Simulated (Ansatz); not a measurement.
Consider the atomization: `FC#[C][GeH3]` → 2 C• + F• + Ge• + 3 H•.

Calculated with Ansatz (gas phase, PBE0-D4/def2-TZVP geometries, no zero-point term in ΔE). CBS: MP2 limit from def2 TZ/QZ plus the TZ coupled-cluster correction, frozen cores. This one scheme is used for every species, atoms too. Functionals use def2-TZVPP. B3LYP here is the variant with VWN-RPA as its local correlation; programs differ in this. HSE06 is defined as in plane-wave codes. Open shells (•) are unrestricted, without spin–orbit coupling. Spin–orbit coupling would lower the free atoms: a little for C, F; clearly for Ge. For Ge outer-core shells are correlated without core-valence functions, so the limit isn't a true one: a few kJ/mol of doubt a bond, and 10 to 20 or more in all where bonds break to atoms. Scalar relativity is left out up to krypton.

```json
{"level": "LDA (SPW92)", "ΔE (kcal/mol)": "688.5", "difference from CCSD(T)/CBS": "102.6"}
{"level": "PBE-D4", "ΔE (kcal/mol)": "603.1", "difference from CCSD(T)/CBS": "17.2"}
{"level": "revPBE-D4", "ΔE (kcal/mol)": "583.9", "difference from CCSD(T)/CBS": "-2.0"}
{"level": "BLYP-D4", "ΔE (kcal/mol)": "585.4", "difference from CCSD(T)/CBS": "-0.5"}
{"level": "B97M-V", "ΔE (kcal/mol)": "590.4", "difference from CCSD(T)/CBS": "4.5"}
{"level": "PBE0-D4", "ΔE (kcal/mol)": "586.3", "difference from CCSD(T)/CBS": "0.4"}
{"level": "B3LYP-D4", "ΔE (kcal/mol)": "582.4", "difference from CCSD(T)/CBS": "-3.5"}
{"level": "r2SCANh-D4", "ΔE (kcal/mol)": "581.7", "difference from CCSD(T)/CBS": "-4.2"}
{"level": "r2SCAN0-D4", "ΔE (kcal/mol)": "573.1", "difference from CCSD(T)/CBS": "-12.8"}
{"level": "HSE06-D4", "ΔE (kcal/mol)": "586.7", "difference from CCSD(T)/CBS": "0.8"}
{"level": "BHLYP-D4", "ΔE (kcal/mol)": "558.8", "difference from CCSD(T)/CBS": "-27.1"}
{"level": "CAM-B3LYP-D4", "ΔE (kcal/mol)": "586.3", "difference from CCSD(T)/CBS": "0.4"}
{"level": "ωB97X-V", "ΔE (kcal/mol)": "586.9", "difference from CCSD(T)/CBS": "1.0"}
{"level": "ωB97M-V", "ΔE (kcal/mol)": "584.2", "difference from CCSD(T)/CBS": "-1.7"}
{"level": "B2PLYP", "ΔE (kcal/mol)": "580.2", "difference from CCSD(T)/CBS": "-5.7"}
{"level": "PBE-QIDH", "ΔE (kcal/mol)": "583.0", "difference from CCSD(T)/CBS": "-2.9"}
{"level": "PBE", "ΔE (kcal/mol)": "600.5", "difference from CCSD(T)/CBS": "14.6"}
{"level": "revPBE", "ΔE (kcal/mol)": "575.9", "difference from CCSD(T)/CBS": "-10.0"}
{"level": "r2SCAN", "ΔE (kcal/mol)": "587.1", "difference from CCSD(T)/CBS": "1.2"}
{"level": "PBE0", "ΔE (kcal/mol)": "584.1", "difference from CCSD(T)/CBS": "-1.8"}
{"level": "B3LYP", "ΔE (kcal/mol)": "578.1", "difference from CCSD(T)/CBS": "-7.8"}
{"level": "r2SCANh", "ΔE (kcal/mol)": "581.0", "difference from CCSD(T)/CBS": "-4.9"}
{"level": "r2SCAN0", "ΔE (kcal/mol)": "572.4", "difference from CCSD(T)/CBS": "-13.5"}
{"level": "HSE06", "ΔE (kcal/mol)": "584.6", "difference from CCSD(T)/CBS": "-1.3"}
{"level": "BHLYP", "ΔE (kcal/mol)": "555.4", "difference from CCSD(T)/CBS": "-30.5"}
{"level": "CAM-B3LYP", "ΔE (kcal/mol)": "584.1", "difference from CCSD(T)/CBS": "-1.8"}
{"level": "LC-ωPBE", "ΔE (kcal/mol)": "584.9", "difference from CCSD(T)/CBS": "-1.0"}
{"level": "HF/def2-SVP", "ΔE (kcal/mol)": "411.0", "difference from CCSD(T)/CBS": "-174.9"}
{"level": "MP2/def2-SVP", "ΔE (kcal/mol)": "569.6", "difference from CCSD(T)/CBS": "-16.3"}
{"level": "CCSD/def2-SVP", "ΔE (kcal/mol)": "546.8", "difference from CCSD(T)/CBS": "-39.1"}
{"level": "CCSD(T)/def2-SVP", "ΔE (kcal/mol)": "556.0", "difference from CCSD(T)/CBS": "-29.9"}
{"level": "HF/def2-TZVPP", "ΔE (kcal/mol)": "405.3", "difference from CCSD(T)/CBS": "-180.6"}
{"level": "MP2/def2-TZVPP", "ΔE (kcal/mol)": "588.1", "difference from CCSD(T)/CBS": "2.2"}
{"level": "SCS-MP2/def2-TZVPP", "ΔE (kcal/mol)": "581.1", "difference from CCSD(T)/CBS": "-4.8"}
{"level": "CCSD/def2-TZVPP", "ΔE (kcal/mol)": "560.3", "difference from CCSD(T)/CBS": "-25.6"}
{"level": "HF/def2-QZVPP", "ΔE (kcal/mol)": "405.7", "difference from CCSD(T)/CBS": "-180.2"}
{"level": "MP2/def2-QZVPP", "ΔE (kcal/mol)": "595.8", "difference from CCSD(T)/CBS": "9.9"}
{"level": "SCS-MP2/def2-QZVPP", "ΔE (kcal/mol)": "590.2", "difference from CCSD(T)/CBS": "4.3"}
{"level": "MP2/CBS(def2)", "ΔE (kcal/mol)": "601.2", "difference from CCSD(T)/CBS": "15.3"}
{"level": "CCSD/CBS(def2)", "ΔE (kcal/mol)": "573.5", "difference from CCSD(T)/CBS": "-12.4"}
{"level": "CCSD(T)/CBS", "ΔE (kcal/mol)": "585.9", "difference from CCSD(T)/CBS": "0"}
```

Largest T1 diagnostic among the species: 0.013.

The D4 term adds +4.3 kcal/mol with B3LYP and +2.2 kcal/mol with PBE0; it sums over pairs of atoms, weighted by their polarisabilities, and B3LYP, whose exchange is more repulsive, gets the larger term. From PBE to PBE0 (25 % exact exchange), in def2-TZVPP and without D4, ΔE moves by −16.4 kcal/mol: exact exchange takes away binding that semilocal exchange gives to molecules. In def2-TZVPP, CCSD(T) changes the Hartree–Fock value by +167.4 kcal/mol (the triples alone add +12.4 kcal/mol) and MP2 by +182.7 kcal/mol; breaking electron pairs costs correlation energy, which Hartree–Fock lacks.

For atomizations the MP2-based limit and the directly extrapolated one differ by several kJ/mol either way, and by 10 to 25 for some Ge, Se and Sn compounds, so smaller differences from it don't rank the levels.
